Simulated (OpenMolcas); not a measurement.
**Cr2+: ligand-field states by method**

Cr2+ with its 8 nearest fluoride ions at 2.284 Å, on the Ca site of CaF2 (a = 5.46294 Å, distance in the model lattice 2.366 Å). The rest of the host is ab initio model potentials to 7.6 Å and point charges beyond; the distance is set by hand and nothing relaxes. Ligand basis ANO-RCC-VDZP.

- Program: OpenMolcas 26.06
- Basis: ANO-RCC-VDZP [5s4p2d1f]
- Scalar Hamiltonian: DKH2, point nucleus
- Active space: 4 electrons in 5 orbitals (3d)
- State averaging: 2S+1 = 5 even, 5 roots; 2S+1 = 3 even, 45 roots; 2S+1 = 1 even, 50 roots
- Spin-orbit coupling: RASSI with atomic mean-field integrals over the reference wave functions

I. CASSCF
II. SS-CASPT2, IPEA 0.25 Eh, imaginary shift 0.1 Eh (closed shells correlated: 3s 3p and the ligand valence shells)

Spin-free states (labels of O, the rotations of Oh) in cm-1, each column counted from its own energy of the first state listed:

```
State  Degeneracy      I     II
  5T2           3      0      0
   5E           2   4567   5590
  3T1           3  16057  14090
  3T2           3  18322  16490
  3T1           3  20030  18100
  1A1           1  21336  18900
   3E           2  22379  20700
  3T2           3  22386  19190
  3T1           3  22959  19610
  1T1           3  24903  22020
  3A2           1  25887  22730
  3T2           3  26003  22740
  3T1           3  26072  24370
   3E           2  26865  24300
  1T2           3  28315  25720
  3A1           1  29165  26600
   1E           2  30006  26250
  3T1           3  30563  29220
  1A1           1  30951  26490
  1T2           3  31961  28730
```

From I to II, I's first state of the same spin (5E) moves from 4567 to 5590 cm-1, by about +1000 cm-1.

From I to II, I's first state of another spin (3T1) moves from 16057 to 14090 cm-1, by about -2000 cm-1.

χT at 300 K: I 2.62, II 2.63 cm3 K/mol.

Roots that are degenerate in the reference are averaged as groups; the widest CASPT2 spread within a group is 750 cm-1 (the 3-fold group of multiplicity 3 near 18100 cm-1 above the lowest state of its run, II). Shifts and gaps below about the spread of the groups concerned are not significant. Over all roots computed the reference weight is 0.69 to 0.70 in II; a low but even weight reflects the number of correlated electrons. An orbital triplet at a regular site is open to Jahn-Teller coupling, which can distort the site and quench the lowest spin-orbit gaps and is left out. Ligand-to-metal charge-transfer states are missing. With no ligand orbital active B as a rule stays too high, so bands that hang on it stand too high and its fall with covalency is understated. Without dynamic correlation the repulsion within the d shell is too large (B by tens of per cent), so at a given field states of lower spin stand too high (holds for I). With metal d orbitals alone and no dynamic correlation 10Dq can be off by a tenth to a fifth, either way, in oxide and fluoride hosts (holds for I). These CASPT2 states fit no ligand-field parameters well, so their order and spin gaps are uncertain (holds for II). With one d shell and no ligand orbital active, 10Dq can be off by tens of per cent for divalent 3d ions, low with halides held by bare charges and at times high in hosts (holds for II). Free-ion shares, where given, are those of the reference states; single-state CASPT2 does not remix them (holds for II). No measured value stands beside these numbers; the geometry was set by hand and not optimised.
